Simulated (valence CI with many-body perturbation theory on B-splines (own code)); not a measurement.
**E1 transitions of Hf41+**

Computed by relativistic CI+MBPT: three valence electrons over a frozen Dirac-Fock core [Ar] 3d10, radial functions for each j: 11 s, 11 p, 10 d, 8 f, 5 g, 2 h, with the one-electron correlation potential Σ1, the two-electron term Σ2, the three-electron term Σ3, Breit, model QED; selected CI, second order for the rest, scaled by the run's own slope (own B-spline code, finite nucleus).

No measured spectrum was set against this ion. As an estimate, large intervals hold to a few tenths of a per cent, small ones and those within an open d or f shell to about a per cent.

Lines 51 to 100 of 550 in falling wavelength, among levels below 765.24 eV, chosen from the strongest by gf and those to the six lowest levels. Wavelengths and rates use the calculated energies. Electric multipoles are in the length gauge, E1 and E2 with the static RPA response of the core. Weak lines are less certain than strong ones. Lines between different terms over intervals too small for the method are left out, as are lines whose strength nearly cancels. Where a level lies close to another of its J and parity, the split of strength between their lines is uncertain. The highest levels of a list are the least certain.

Levels are named by their leading jj configuration (3d3/2^4 stands for four electrons in 3d with j = 3/2), which in mixed levels can hold well under half, so a name can repeat and another be missing. Letters in brackets count levels of one name in rising energy.

| λ vac (Å) | Upper | Lower | A (s⁻¹) | S (a.u.) |
| --- | --- | --- | --- | --- |
| 77.09 | (4p3/2 4d3/2 4d5/2) J=7/2 [a] | (4s 4p3/2 4f5/2) J=5/2 [a] | 4.82e+10 | 8.73e-02 |
| 76.86 | (4s 4p1/2 4d5/2) J=5/2 [b] | (4s 4p1/2 4p3/2) J=3/2 [b] | 4.57e+10 | 6.15e-02 |
| 76.44 | (4s 4p3/2^2) J=5/2 | (4s^2 4p3/2) J=3/2 | 1.79e+10 | 2.37e-02 |
| 76.31 | (4p1/2 4d5/2^2) J=7/2 | (4p1/2 4p3/2 4d5/2) J=7/2 [a] | 5.48e+10 | 9.62e-02 |
| 76.18 | (4p1/2 4d5/2^2) J=9/2 | (4p1/2 4p3/2 4d5/2) J=9/2 | 3.88e+10 | 8.46e-02 |
| 75.68 | (4s 4p1/2 4d5/2) J=5/2 [a] | (4s 4p1/2 4p3/2) J=5/2 | 1.70e+09 | 2.18e-03 |
| 75.58 | (4s 4p1/2 4p3/2) J=3/2 [a] | (4s^2 4p1/2) J=1/2 | 2.11e+09 | 1.80e-03 |
| 75.49 | (4s 4p1/2 4f7/2) J=7/2 [a] | (4s 4p1/2 4d5/2) J=5/2 [a] | 5.75e+10 | 9.77e-02 |
| 75.46 | (4s 4d3/2 4f7/2) J=7/2 [a] | (4s 4d3/2 4d5/2) J=5/2 [a] | 5.32e+10 | 9.03e-02 |
| 75.37 | (4s 4d5/2 4f7/2) J=13/2 | (4s 4p3/2 4f7/2) J=11/2 | 2.91e+11 | 8.62e-01 |
| 75.30 | (4s 4p1/2 4f7/2) J=5/2 | (4s 4p1/2 4d5/2) J=3/2 | 1.17e+11 | 1.48e-01 |
| 75.28 | (4s 4d5/2 4f7/2) J=7/2 [a] | (4s 4p3/2 4f7/2) J=5/2 [a] | 1.65e+11 | 2.78e-01 |
| 75.23 | (4p1/2 4d3/2 4d5/2) J=5/2 [a] | (4p1/2 4p3/2 4d3/2) J=3/2 [a] | 6.95e+10 | 8.77e-02 |
| 75.02 | (4s 4d3/2 4f7/2) J=9/2 [b] | (4s 4d3/2 4d5/2) J=7/2 [b] | 4.07e+10 | 8.48e-02 |
| 75.00 | (4s 4d3/2 4f7/2) J=3/2 | (4s 4d3/2 4d5/2) J=1/2 | 8.87e+10 | 7.39e-02 |
| 74.87 | (4s 4p1/2 4d3/2) J=1/2 | (4s 4p1/2 4p3/2) J=3/2 [a] | 8.50e+09 | 3.52e-03 |
| 74.85 | (4s 4d3/2 4f7/2) J=11/2 | (4s 4d3/2 4d5/2) J=9/2 | 6.22e+10 | 1.54e-01 |
| 74.84 | (4s 4p1/2 4f7/2) J=9/2 | (4s 4p1/2 4d5/2) J=7/2 | 5.28e+10 | 1.09e-01 |
| 74.68 | (4s 4d5/2 4f7/2) J=7/2 [b] | (4s 4p3/2 4f5/2) J=5/2 [b] | 4.65e+10 | 7.64e-02 |
| 74.68 | (4p1/2 4p3/2 4f7/2) J=5/2 [c] | (4p1/2 4p3/2 4d5/2) J=7/2 [b] | 8.86e+10 | 1.09e-01 |
| 74.63 | (4p1/2 4p3/2 4f7/2) J=9/2 [b] | (4p1/2 4p3/2 4d5/2) J=7/2 [b] | 5.25e+11 | 1.08e+00 |
| 74.60 | (4p1/2 4p3/2 4f7/2) J=5/2 [c] | (4p1/2 4p3/2 4d5/2) J=3/2 [b] | 2.49e+11 | 3.07e-01 |
| 74.60 | (4p1/2^2 4d5/2) J=5/2 | (4p1/2^2 4p3/2) J=3/2 | 1.75e+11 | 2.16e-01 |
| 74.56 | (4p1/2^2 4f7/2) J=7/2 | (4p1/2^2 4d5/2) J=5/2 | 1.39e+11 | 2.28e-01 |
| 74.55 | (4s 4d3/2 4d5/2) J=7/2 [a] | (4s 4p3/2 4d3/2) J=5/2 [a] | 6.72e+10 | 1.10e-01 |
| 74.53 | (4s 4p1/2 4d3/2) J=3/2 [b] | (4s 4p1/2 4p3/2) J=3/2 [a] | 1.45e+10 | 1.19e-02 |
| 74.53 | (4s 4d5/2 4f7/2) J=11/2 [b] | (4p3/2^2 4d5/2) J=9/2 | 1.40e+11 | 3.42e-01 |
| 74.47 | (4s 4d3/2 4f7/2) J=9/2 [a] | (4s 4d3/2 4d5/2) J=7/2 [a] | 5.49e+10 | 1.12e-01 |
| 74.39 | (4s 4d5/2^2) J=3/2 | (4s 4p3/2 4d5/2) J=1/2 | 2.40e+11 | 1.95e-01 |
| 74.37 | (4p1/2 4p3/2 4f7/2) J=7/2 [c] | (4p1/2 4p3/2 4d5/2) J=5/2 [c] | 7.04e+11 | 1.14e+00 |
| 74.36 | (4p1/2 4p3/2 4f7/2) J=3/2 | (4p1/2 4p3/2 4d5/2) J=1/2 | 3.13e+11 | 2.54e-01 |
| 74.36 | (4p1/2 4d3/2 4d5/2) J=7/2 [a] | (4p1/2 4p3/2 4d3/2) J=7/2 | 5.06e+10 | 8.21e-02 |
| 74.22 | (4p1/2 4d5/2^2) J=3/2 | (4p1/2 4p3/2 4d5/2) J=3/2 [a] | 1.06e+11 | 8.56e-02 |
| 74.08 | (4p1/2 4d5/2^2) J=1/2 | (4p1/2 4p3/2 4d5/2) J=3/2 [b] | 4.09e+11 | 1.64e-01 |
| 74.04 | (4s 4d3/2 4d5/2) J=9/2 | (4s 4p3/2 4d3/2) J=7/2 | 3.56e+10 | 7.14e-02 |
| 74.02 | (4p1/2 4p3/2 4f7/2) J=3/2 | (4p1/2 4p3/2 4d5/2) J=3/2 [b] | 9.76e+10 | 7.81e-02 |
| 73.96 | (4p1/2 4p3/2 4f7/2) J=5/2 [a] | (4p1/2 4p3/2 4d5/2) J=3/2 [a] | 1.50e+11 | 1.80e-01 |
| 73.96 | (4s 4p3/2 4f7/2) J=5/2 [a] | (4s 4p3/2 4d5/2) J=5/2 [a] | 1.15e+11 | 1.37e-01 |
| 73.94 | (4p1/2 4p3/2 4d5/2) J=3/2 [b] | (4p1/2 4p3/2^2) J=1/2 | 2.23e+11 | 1.78e-01 |
| 73.89 | (4s 4d3/2 4d5/2) J=5/2 [a] | (4s 4p3/2 4d3/2) J=3/2 [a] | 7.48e+10 | 8.94e-02 |
| 73.87 | (4p1/2 4d3/2 4d5/2) J=7/2 [a] | (4p1/2 4p3/2 4d3/2) J=5/2 | 9.30e+10 | 1.48e-01 |
| 73.83 | (4p1/2 4d3/2 4d5/2) J=3/2 [a] | (4p1/2 4p3/2 4d3/2) J=3/2 [a] | 1.63e+11 | 1.29e-01 |
| 73.80 | (4p1/2 4p3/2 4f7/2) J=9/2 [a] | (4p1/2 4p3/2 4d5/2) J=9/2 | 5.25e+10 | 1.04e-01 |
| 73.75 | (4p1/2 4p3/2 4f7/2) J=7/2 [b] | (4p1/2 4p3/2 4d5/2) J=5/2 [b] | 1.05e+11 | 1.66e-01 |
| 73.74 | (4s 4p3/2 4f5/2) J=7/2 [c] | (4s 4p3/2 4d5/2) J=5/2 [b] | 5.14e+10 | 8.14e-02 |
| 73.66 | (4p3/2 4d5/2^2) J=11/2 | (4p3/2^2 4d5/2) J=9/2 | 1.00e+11 | 2.37e-01 |
| 73.60 | (4p1/2 4p3/2 4d5/2) J=1/2 | (4p1/2 4p3/2^2) J=1/2 | 3.77e+11 | 1.48e-01 |
| 73.58 | (4p1/2 4p3/2 4f7/2) J=5/2 [b] | (4p1/2 4p3/2 4d5/2) J=5/2 [b] | 3.02e+11 | 3.56e-01 |
| 73.53 | (4p1/2 4d3/2 4d5/2) J=1/2 | (4p1/2 4p3/2 4d3/2) J=1/2 [a] | 2.62e+11 | 1.03e-01 |
| 73.49 | (4s 4p1/2 4d5/2) J=7/2 | (4s 4p1/2 4p3/2) J=5/2 | 1.96e+11 | 3.07e-01 |
